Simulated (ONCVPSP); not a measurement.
## hydrogen: from the effect back to the setting (ONCV)

Base potential:

H, optimised norm-conserving Vanderbilt (ONCV), made with ONCVPSP 4.0.1 (PBE, scalar-relativistic). Core none, reference 1s1. Waves: 1s: rc 1.30 bohr, ncon 4, nbas 8, qcut 4.8 1/bohr, 2 projectors, debl 2.2 Ha; p scattering state at 0.22 Ha: rc 1.30 bohr, ncon 3, nbas 6, qcut 6 1/bohr, 2 projectors, debl 2.2 Ha. Local part: polynomial inside 1.00 bohr (lpopt 5, dvloc0 2 Ha). Core correction: none.

Cutoffs, loose and tight: the cutoffs (Ha) at which the residual kinetic energy of the hardest occupied pseudo-wave falls to 1 and 0.1 mHa per electron. They do not see the model core or the augmentation charge, which bear on the density cutoff. Test errors are all-electron minus pseudo excitation energies from the reference, over the configurations 1s0.5; variants that change the core or the reference have their own tests.

Only the scale of all radii (base = 1) is moved:

```json
{"scale of all radii (base = 1)": "0.78", "cutoff, loose": "18 Ha", "cutoff, tight": "141 Ha", "bound ghosts": "none"}
{"scale of all radii (base = 1)": "0.85", "cutoff, loose": "15 Ha", "cutoff, tight": "119 Ha", "bound ghosts": "none"}
{"scale of all radii (base = 1)": "0.91", "cutoff, loose": "13 Ha", "cutoff, tight": "99 Ha", "bound ghosts": "none"}
{"scale of all radii (base = 1)": "0.97", "cutoff, loose": "12 Ha", "cutoff, tight": "81 Ha", "bound ghosts": "none"}
{"scale of all radii (base = 1)": "1.02", "cutoff, loose": "11 Ha", "cutoff, tight": "59 Ha", "bound ghosts": "none"}
{"scale of all radii (base = 1)": "1.15", "cutoff, loose": "9.5 Ha", "cutoff, tight": "23 Ha", "bound ghosts": "none"}
{"scale of all radii (base = 1)": "1.2", "cutoff, loose": "9.2 Ha", "cutoff, tight": "19 Ha", "bound ghosts": "none"}
{"scale of all radii (base = 1)": "1.26", "cutoff, loose": "8.7 Ha", "cutoff, tight": "12 Ha", "bound ghosts": "none"}
{"scale of all radii (base = 1)": "1.32", "cutoff, loose": "8.4 Ha", "cutoff, tight": "11 Ha", "bound ghosts": "none"}
```

Task: One more run gave cutoff, loose: 10 Ha; cutoff, tight: 43 Ha; bound ghosts: none. Which value of the scale of all radii (base = 1) was used?

Result: 1.08. The loose cutoff moves one way along this sweep, from 18 Ha at 0.78 to 8.4 Ha at 1.32, which places the run between 1.02 and 1.15.
